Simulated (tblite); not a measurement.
Species: C₆H₁₂FNSi.
Structure used (GFN2-xTB), in Å, numbered top down from 1:
```xyz
21
C6H12FNSi angstrom
C     -1.691    1.200   -1.128
Si    -1.492   -0.058    0.284
C     -2.417   -1.667   -0.122
C      0.364   -0.472    0.507
C      1.217    0.759    0.779
C      2.692    0.391    0.969
F      3.422    1.514    1.315
C      3.233   -0.180   -0.252
N      3.629   -0.624   -1.227
H     -2.739    1.363   -1.362
H     -1.264    2.165   -0.868
H     -1.203    0.859   -2.037
H     -1.992    0.517    1.546
H     -3.473   -1.477   -0.288
H     -2.025   -2.138   -1.019
H     -2.340   -2.388    0.686
H      0.486   -1.178    1.330
H      0.742   -0.972   -0.388
H      0.880    1.267    1.685
H      1.142    1.465   -0.051
H      2.821   -0.327    1.793
```

Computed with GFN2-xTB (tblite): harmonic, unscaled wavenumbers at the GFN2-xTB geometry, gas phase. Against measured fundamentals such values can be off by several per cent, at times by over 20. Modes of hydrogen on silicon can be 10 to 20 % off. One conformer, not necessarily the lowest.

Harmonic wavenumbers (cm⁻¹): 25.7, 47.9, 79.9, 101.5, 105.8, 125.2, 154.4, 168.8, 199.7, 215.5, 244.7, 286.8, 391.9, 551.7, 578.2, 618.7, 625.0, 673.4, 731.4, 748.9, 761.4, 798.9, 831.0, 834.1, 853.4, 864.7, 958.8, 1022.8, 1061.1, 1083.8, 1115.6, 1223.2, 1251.0, 1264.3, 1282.2, 1334.0, 1373.9, 1376.3, 1478.2, 1483.2, 1485.0, 1487.2, 1487.4, 1492.1, 2164.9, 2411.7, 2878.6, 2967.9, 2983.3, 2989.4, 2999.5, 3031.6, 3038.6, 3040.7, 3046.0, 3049.0, 3052.2.

A = 2289, B = 573.5, C = 539.4 MHz; mass 145.072 u (most abundant isotopes); point group C1, symmetry number 1.

Q: What is the zero-point energy?

A: ½Σν̃ = 36266 cm⁻¹ = 433.84 kJ/mol.

Q: Entropy at 350 K, 1 bar (ideal gas, RRHO, classical rotation)?

A: Translation 174.26, rotation 129.60, vibration 205.67: S = 509.5 J/(mol K).

Q: And Cp and H(350 K) − H(0)?

A: Cp = 213.35 J/(mol K), of which vibrations give 180.10 (their classical limit is 57 R = 473.9); H(350 K) − H(0) = 46.42 kJ/mol without the zero-point energy, 34.78 from vibrations.

Q: What must be added to the electronic energy to get the Gibbs energy at 350 K and 1 bar?

A: ZPE + [H(350 K) − H(0)] − T·S = 433.84 + 46.42 − 178.34 = 301.92 kJ/mol.

Q: Which modes carry the vibrational entropy at 350 K?

A: 25.7 cm⁻¹: 27.01; 47.9 cm⁻¹: 21.84; 79.9 cm⁻¹: 17.61; 101.5 cm⁻¹: 15.64; 105.8 cm⁻¹: 15.30; 125.2 cm⁻¹: 13.93 J/(mol K); the other 51 give 94.35 together.

Q: Blend soft modes into free rotors: weight 1/[1 + (100 cm⁻¹/ν̃)⁴] for the oscillator and the rest for a rotor with moment μB/(μ + B), μ = h/(8π²ν), B = 10⁻⁴⁴ kg m². What vibrational entropy results?

A: 184.44 J/(mol K) in place of 205.67, which changes −T·S at 350 K by +7.43 kJ/mol.

Q: How do the functions run with temperature in this model?

A: 
| T (K) | S (J/(mol K)) | Cp (J/(mol K)) | H − H(0) (kJ/mol) | G − H(0) (kJ/mol) | ln q(vib) |
| --- | --- | --- | --- | --- | --- |
| 100 | 325.5 | 103.5 | 6.90 | -25.64 | 3.31 |
| 200 | 410.6 | 146.4 | 19.42 | -62.69 | 7.39 |
| 300 | 478.4 | 191.3 | 36.30 | -107.21 | 11.05 |
| 500 | 595.7 | 270.5 | 82.90 | -214.93 | 17.73 |
| 800 | 741.1 | 348.0 | 176.66 | -416.25 | 26.73 |
| 1000 | 822.7 | 382.6 | 249.90 | -572.80 | 32.15 |

q(vib) and H(0) count from the zero-point level.

Hindered rotation and anharmonicity are outside this model. Other conformers, if any are populated, would add a mixing term that is left out. The structure is chiral; the term R ln 2 for an equal mix with its mirror image is left out.

Time: 1.7 s. Hardware: Arm Neoverse N1, one thread, shared host with 64 logical CPUs at a one-minute load of 60. This covers the Hessian and the dipole derivatives.
